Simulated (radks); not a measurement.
Values are calculated unless marked as measured or tabulated.
Question: Ionisation of neutral vanadium, [Ar] 3d3 4s2, to V+, [Ar] 3d4, under several functionals. Non-relativistic Kohn-Sham, spin-polarised, spherical densities, point nucleus; open shells are filled with parallel spins first; a radial shooting solver on a logarithmic mesh with Libxc functionals. The NIST Atomic Spectra Database gives 6.746 eV (measured). Rank these functionals by the error of their Delta-SCF ionisation energy: PBE; SOGGA; BP86; PBEsol; Tao-Mo meta-GGA; exchange-only r2SCAN; exchange-only PBE.

Answer: From best to worst: BP86 5.902 eV (-0.845); PBE 5.679 eV (-1.067); PBEsol 5.606 eV (-1.140); Tao-Mo meta-GGA 5.591 eV (-1.155); SOGGA 5.468 eV (-1.278); exchange-only PBE 5.395 eV (-1.351); exchange-only r2SCAN 4.645 eV (-2.101). Open shells are spherical and high-spin; term and fine-structure splittings are not resolved.
